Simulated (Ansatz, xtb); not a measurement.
## CH4NSn−: where a starting geometry ends

The starting geometry of this gas-phase singlet was built from a drawn formula by distance geometry and a force field; its bonds are those of `[CH-]1[NH][SnH2]1`.

```tsv
atom	x (Å)	y (Å)	z (Å)
C	0.6962	0.4049	-0.1553
N	-0.0715	0.5637	-1.3271
Sn	-1.3190	-0.1611	0.2263
H	1.3161	-0.4457	-0.2007
H	-0.2856	1.5975	-1.4424
H	-2.4629	1.0736	0.6022
H	-1.7740	-1.8141	-0.2013
```

Predict what it relaxes into with r2SCAN-D4/def2-SVPD.

A bond breaks, giving a structure given below by its coordinates. Contacts that open: N2–Sn3 (2.12 → 3.23 Å).

The energy falls by 3.18 eV over 19 steps:

```json
{"step": "1", "E − E(last) (eV)": "3.183"}
{"step": "3", "E − E(last) (eV)": "2.031"}
{"step": "5", "E − E(last) (eV)": "1.670"}
{"step": "7", "E − E(last) (eV)": "0.926"}
{"step": "9", "E − E(last) (eV)": "0.278"}
{"step": "11", "E − E(last) (eV)": "0.062"}
{"step": "13", "E − E(last) (eV)": "0.008"}
{"step": "15", "E − E(last) (eV)": "0.001"}
{"step": "17", "E − E(last) (eV)": "0.000"}
{"step": "19", "E − E(last) (eV)": "0.000"}
```

Final geometry (Å):

```xyz
7

C     0.3298    0.1289   -0.5054
N     0.5143    1.1048   -1.3227
Sn   -1.3348   -0.2229    0.9733
H     1.1877   -0.5864   -0.4703
H    -0.3138    1.7155   -1.3021
H    -2.4404    0.8084   -0.0053
H    -1.8435   -1.7294    0.1343
```

From the same start GFN2-xTB reaches the same bonding as this run.

No frequencies were run, so the end isn't proven a minimum. Atoms past krypton carry core potentials, without spin–orbit terms. Run with Ansatz 0.2.0, 41 s on 2 threads of Arm Neoverse V2, with other jobs on the host.
